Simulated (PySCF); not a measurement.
Excitation energy of O⁺ by level of theory

O⁺ [He] 2s2 2p3 (4S) → O⁺ [He] 2s2 2p2 3d1 (high-spin determinant), as a difference of total energies. Calculation: PySCF 2.14, in aug-cc-pVQZ (6s5p4d3f2g, 80 functions); the non-relativistic Hamiltonian (point nucleus). Correlated levels: valence: 1s2 frozen. The calculations carry no spin-orbit coupling.

```json
{"method": "UHF", "excitation energy (eV)": "30.301"}
{"method": "MP2 (valence)", "excitation energy (eV)": "30.598"}
{"method": "SCS-MP2 (valence)", "excitation energy (eV)": "30.379"}
{"method": "CCSD (valence)", "excitation energy (eV)": "30.541"}
{"method": "CCSD(T) (valence)", "excitation energy (eV)": "30.515"}
```

How much does correlation contribute at CCSD(T) (valence)?

30.515 − (30.301) = 0.214 eV, measured against UHF.

A first-order spin-orbit estimate (lowest level to lowest level, LS coupling) adds -0.018 eV.

The promoted electron is Rydberg-like, and one or two diffuse shells describe it only roughly, which tends to raise the upper state.

The determinant of the upper state mixes LS terms, which raises its energy above the lowest term, most at the Hartree-Fock and MP2 levels.
